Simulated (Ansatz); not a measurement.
Total energies of `Cc1cc(-c2sc(-c3sc(S)cc3C)cc2C)sc1S` from Ansatz at PBE-D4/def2-TZVP, gas phase (1 Eh = 27.2114 eV = 2625.5 kJ/mol). The reference geometry is relaxed at r2SCAN-D4/def2-SVP.

```
                state                       geometry  energy (Eh)
     charge 0 singlet                      reference  -2569.72573
     charge 1 doublet                      reference  -2569.48473
    charge -1 doublet                      reference  -2569.76088
    charge -1 doublet  relaxed at r2SCAN-D4/def2-SVP  -2569.76661
free C atom (triplet)                              –    -37.79597
free S atom (triplet)                              –   -397.93833
free H atom (doublet)                              –     -0.49962
```

Single mean-field runs in def2-TZVP are fitted with def2-universal-jkfit.

Work out the vertical ionisation energy to the doublet.

E(charge 1 doublet) − E(charge 0 singlet) = -2569.48473 − (-2569.72573) = 0.24100 Eh = 6.56 eV. For comparison, −ε of the highest occupied level is 4.79 eV at this level, 1.77 eV less.

Work out the vertical electron affinity, to the doublet.

E(charge 0 singlet) − E(charge -1 doublet) = -2569.72573 − (-2569.76088) = 0.03515 Eh = 0.96 eV. The basis lacks diffuse functions, which makes affinities too small.

Give the fundamental gap IE − EA, the Mulliken electronegativity (IE + EA)/2 and the hardness (IE − EA)/2.

From the values in Eh: IE − EA = 0.24100 − 0.03515 = 0.20585 Eh = 5.60 eV; (IE + EA)/2 = 3.76 eV; (IE − EA)/2 = 2.80 eV. The HOMO–LUMO gap of the same run is 2.18 eV, 3.42 eV smaller than the fundamental gap.

How much does the charge -1 doublet relax, and what is the adiabatic electron affinity?

Relaxation: -2569.76088 − (-2569.76661) = 0.00573 Eh = 0.16 eV. Adiabatic electron affinity: 0.04088 Eh = 1.11 eV, without zero-point energy. 

What is the binding energy per atom against free atoms?

Atoms: 15 × (-37.79597) + 5 × (-397.93833) + 14 × (-0.49962) = -2563.62588 Eh. Binding: -2563.62588 − (-2569.72573) = 6.09985 Eh = 165.99 eV, or 4.88 eV for each of 34 atoms (no zero-point energy, no counterpoise term).

At PBE-D4/def2-TZVP the highest occupied level of the charge -1 doublet lies above zero (up to 0.77 eV). By energy differences its removal costs 0.96 eV (vertical, to the charge 0 singlet, at PBE-D4/def2-TZVP); self-interaction error and the lack of diffuse functions both raise the level. At PBE-D4/def2-TZVP the highest occupied level of the relaxed charge -1 doublet lies above zero (up to 0.47 eV). By energy differences its removal costs 1.11 eV (each at its own geometry, to the charge 0 singlet, at PBE-D4/def2-TZVP); self-interaction error and the lack of diffuse functions both raise the level.
